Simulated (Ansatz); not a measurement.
Reaction (hydrogenolysis of the Si–O bond): `C[Si](O)(F)F` + H₂ → `C[SiH](F)F` + H₂O

Gas-phase electronic energies from Ansatz, PBE0-D4/def2-TZVP geometries. CBS: MP2 limit from def2 TZ/QZ plus the TZ coupled-cluster correction, frozen cores. This one scheme is used for every species. Functionals use def2-TZVPP. HSE06 is defined as in plane-wave codes. Each species was taken in one conformer, which may not be the lowest.

(1) Is it downhill or uphill in electronic energy at CCSD(T)/CBS, and by how much? (Estimate.)

(2) What do these levels give: BLYP-D4, B97M-V, r2SCAN0-D4, HSE06-D4, CAM-B3LYP-D4, r2SCAN, PBE0, MP2/def2-SVP, CCSD(T)/def2-SVP, CCSD/def2-TZVPP, MP2/def2-QZVPP, HF/CBS(def2)? (Best estimate.)

Largest T1 diagnostic among the species: 0.011.

## Answers

(1) The calculation gave: Uphill: ΔE = +24.4 kcal/mol.

(2) Ansatz gave: BLYP-D4 24.9, B97M-V 25.9, r2SCAN0-D4 26.1, HSE06-D4 23.7, CAM-B3LYP-D4 25.4, r2SCAN 26.2, PBE0 23.0, MP2/def2-SVP 23.9, CCSD(T)/def2-SVP 22.2, CCSD/def2-TZVPP 24.2, MP2/def2-QZVPP 25.6, HF/CBS(def2) 23.7 kcal/mol.

From BLYP to BHLYP (50 % exact exchange), in def2-TZVPP and without D4, ΔE moves by +1.4 kcal/mol. At CCSD(T), def2-SVP lies −2.2 kcal/mol from the extrapolated value and def2-TZVPP +0.3 kcal/mol.
